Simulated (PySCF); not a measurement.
CH9ClN2Si2, singlet, at a GFN2-xTB geometry; CASCI(6,4)+NEVPT2/STO-3G in PySCF.

PySCF was given this input:
```python
from pyscf import gto, scf, mcscf, mrpt
import numpy

mol = gto.M(
    atom='''
Si    1.54364786    0.31062309    0.03015597
Cl    1.62352620   -1.32654502   -1.12062222
N    -0.09312222    0.54538954    0.50501540
C    -0.31471687    1.58450572    1.49447179
Si   -1.45378536   -0.32276313   -0.17034426
N    -2.86464031    0.41840077    0.48834220
H     2.05144683    1.43842645   -0.75600351
H     2.36685051    0.08409681    1.21799463
H    -0.31187669    2.57465974    1.02954696
H    -1.27020534    1.43046401    1.98698741
H     0.47336815    1.56693419    2.24755006
H    -1.48508811   -1.69639551    0.32906486
H    -1.34499338   -0.25231068   -1.63265415
H    -3.73113103   -0.07692705    0.36159263
H    -3.01375268    1.39871164    0.30880098
''',
    basis='sto-3g',
    verbose=4,
)

mf = scf.RHF(mol)
mf.kernel()
mc = mcscf.CASCI(mf, 4, 6)
mc.fix_spin_(ss=0.0)
mc.kernel()
occ = numpy.linalg.eigvalsh(mc.fcisolver.make_rdm1(mc.ci, mc.ncas, mc.nelecas))[::-1]
ss = mc.fcisolver.spin_square(mc.ci, mc.ncas, mc.nelecas)[0]
print('natural occupations', occ.round(4), ' <S^2>', round(ss, 4))
e2 = mrpt.NEVPT(mc).kernel()
print('E(NEVPT2) = %.10f' % (mc.e_tot + e2))
```

Problem. Write the output that PySCF gives for this input, abridged.

Solution. 
```
PySCF version 2.14.0

[INPUT] verbose = 4
[INPUT] num. atoms = 15
[INPUT] num. electrons = 74
[INPUT] charge = 0
[INPUT] spin (= nelec alpha-beta = 2S) = 0
[INPUT] symmetry False subgroup None
[INPUT] Mole.unit = angstrom
[INPUT] Symbol           X                Y                Z      unit          X                Y                Z       unit  Magmom
[...]
nuclear repulsion = 466.358176824708
number of shells = 33
number of NR pGTOs = 153
number of NR cGTOs = 51
basis = sto-3g
ecp = {}

******** <class 'pyscf.scf.hf.RHF'> ********
method = RHF
initial guess = minao
damping factor = 0
level_shift factor = 0
DIIS = <class 'pyscf.scf.diis.CDIIS'>
diis_start_cycle = 1
diis_space = 8
diis_damp = 0
SCF conv_tol = 1e-09
SCF conv_tol_grad = None
SCF max_cycles = 50
direct_scf = True
direct_scf_tol = 1e-13
Set gradient conv threshold to 3.16228e-05
Initial guess from minao.
init E= -1176.20188020589
[...]
cycle= 1 E= -1175.93493961279  delta_E= 0.267  |g|= 0.478  |ddm|= 4.52
[...]
cycle= 2 E= -1176.01569544856  delta_E= -0.0808  |g|= 0.144  |ddm|= 0.902
[...]
cycle= 3 E= -1176.02272336188  delta_E= -0.00703  |g|= 0.0294  |ddm|= 0.239
[...]
cycle= 4 E= -1176.02318288122  delta_E= -0.00046  |g|= 0.00606  |ddm|= 0.0691
[...]
cycle= 5 E= -1176.02320230837  delta_E= -1.94e-05  |g|= 0.00123  |ddm|= 0.0147
[...]
cycle= 6 E= -1176.02320336385  delta_E= -1.06e-06  |g|= 0.00026  |ddm|= 0.00376
[...]
cycle= 7 E= -1176.02320341436  delta_E= -5.05e-08  |g|= 4.62e-05  |ddm|= 0.000922
[...]
cycle= 8 E= -1176.02320341617  delta_E= -1.81e-09  |g|= 1e-05  |ddm|= 0.00018
[...]
cycle= 9 E= -1176.02320341625  delta_E= -8.44e-11  |g|= 1.95e-06  |ddm|= 3.91e-05
[...]
Extra cycle  E= -1176.02320341626  delta_E= -4.55e-12  |g|= 7.58e-07  |ddm|= 4.64e-06
converged SCF energy = -1176.02320341626

******** <class 'pyscf.mcscf.casci.CASCI'> ********
CAS (3e+3e, 4o), ncore = 34, nvir = 13
natorb = False
canonicalization = True
sorting_mo_energy = False
******** <class 'pyscf.fci.addons.SpinPenaltyFCISolver'> ********
max. cycles = 200
conv_tol = 1e-08
davidson only = True
linear dependence = 1e-12
level shift = 0.001
max iter space = 12
nroots = 1
pspace_size = 400
spin = None
Density matrix diagonal elements [1.99977070e+00 1.99999771e+00 1.99999501e+00 2.36573984e-04]
CASCI converged
CASCI E = -1176.02333253476  E(CI) = -5.83155555058192  S^2 = 0.0000000
natural occupations [2.0000e+00 2.0000e+00 1.9998e+00 2.0000e-04]  <S^2> 0.0

******** <class 'pyscf.mrpt.nevpt2.NEVPT'> ********
NEVPT2 (3e+3e, 4o), ncore = 34, nvir = 13
root = 0

WARN: Active orbitals [0] (occs = [1.99999997]) are canonicalized with core orbitals

Natural occ [1.99999997e+00 1.99999468e+00 1.99976878e+00 2.36566540e-04]
Natural orbital (expansion on meta-Lowdin AOs) in CAS space
               #1        #2        #3        #4
0 Si 1s         -0.00001  -0.00000   0.00012  -0.00092
0 Si 2s          0.00023   0.00011  -0.00208   0.00548
0 Si 3s         -0.00412   0.00211   0.01671  -0.39438
0 Si 2px        -0.00038  -0.00024   0.00513   0.00203
0 Si 2py         0.00008   0.00018  -0.00044  -0.01491
0 Si 2pz        -0.00007  -0.00015  -0.00132  -0.01129
0 Si 3px         0.00716   0.00878  -0.22199  -0.06191
0 Si 3py        -0.00181   0.00540  -0.01655   0.55404
0 Si 3pz         0.00459  -0.02885   0.02538   0.41123
1 Cl 1s         -0.00001  -0.00001   0.00001   0.00048
1 Cl 2s          0.00003   0.00029   0.00013  -0.00781
1 Cl 3s         -0.00507  -0.00062   0.00676   0.20053
1 Cl 2px        -0.00019  -0.00008  -0.00529   0.00032
1 Cl 2py         0.00000   0.00065  -0.00053  -0.01056
1 Cl 2pz        -0.00025   0.00004   0.00054  -0.00733
1 Cl 3px         0.00130   0.00703   0.73229  -0.01075
1 Cl 3py         0.00125  -0.05477   0.07460   0.41754
1 Cl 3pz         0.02904  -0.00125  -0.07665   0.28942
2 N 1s           0.00031  -0.00001  -0.00038  -0.00075
2 N 2s          -0.03953   0.01792   0.03229   0.05186
2 N 2px          0.03823   0.07694   0.44576   0.06037
2 N 2py          0.00865  -0.59472   0.01610  -0.00231
2 N 2pz          0.09249   0.61708  -0.02834   0.02481
3 C 1s           0.00002  -0.00001   0.00015   0.00144
3 C 2s          -0.00836   0.00323  -0.00731  -0.09053
3 C 2px          0.06747  -0.01403  -0.14824  -0.00427
3 C 2py         -0.01564   0.09203   0.01870   0.08495
3 C 2pz         -0.05887  -0.08708   0.04088   0.06151
4 Si 1s         -0.00008   0.00001  -0.00006   0.00013
4 Si 2s          0.00133  -0.00039   0.00084  -0.00092
4 Si 3s         -0.00809  -0.00255  -0.01820   0.05389
4 Si 2px        -0.00206   0.00066   0.00281  -0.00162
4 Si 2py         0.00104  -0.00037   0.00181  -0.00107
4 Si 2pz         0.00138  -0.00015   0.00137  -0.00096
4 Si 3px         0.11041  -0.01547  -0.16814   0.02954
4 Si 3py         0.00023   0.03362  -0.13281   0.04434
4 Si 3pz        -0.09429  -0.02439  -0.10256   0.04482
5 N 1s           0.00030  -0.00027  -0.00007   0.00043
5 N 2s           0.18696  -0.00752   0.01560  -0.03118
5 N 2px          0.07812   0.02104   0.07725  -0.01703
5 N 2py         -0.01466  -0.01778  -0.00174   0.01001
5 N 2pz          0.89637  -0.14979  -0.01391   0.00188
6 H 1s           0.00684   0.21443  -0.15818   0.12200
7 H 1s          -0.01429  -0.17385  -0.17039   0.09896
8 H 1s           0.01536   0.22696  -0.01027   0.00608
9 H 1s          -0.02450  -0.08223   0.16305   0.06714
10 H 1s         -0.00396  -0.14277  -0.11472  -0.01614
11 H 1s         -0.12299  -0.20205   0.09468  -0.01415
12 H 1s          0.30553   0.13424   0.08802   0.00125
13 H 1s         -0.03302  -0.00516  -0.05494   0.02243
14 H 1s         -0.04969  -0.00805   0.00730   0.00633
<CAS-nat-orb|mo-hf>  35     36       0.95543590
<CAS-nat-orb|mo-hf>  36     37       0.95956505
<CAS-nat-orb|mo-hf>  37     35       0.99583850
<CAS-nat-orb|mo-hf>  38     38       1.00000000
Sr    (-1)',   E = -0.00016864057878
Si    (+1)',   E = -0.00007014896097
Sijrs (0)  ,   E = -0.16026234772709
Sijr  (+1) ,   E = -0.00894142972867
Srsi  (-1) ,   E = -0.03952048689439
Srs   (-2) ,   E = -0.00671971206861
Sij   (+2) ,   E = -0.00502221395509
Sir   (0)' ,   E = -0.00170082274394
Nevpt2 Energy = -0.222405802657535
E(NEVPT2) = -1176.2457383374
```
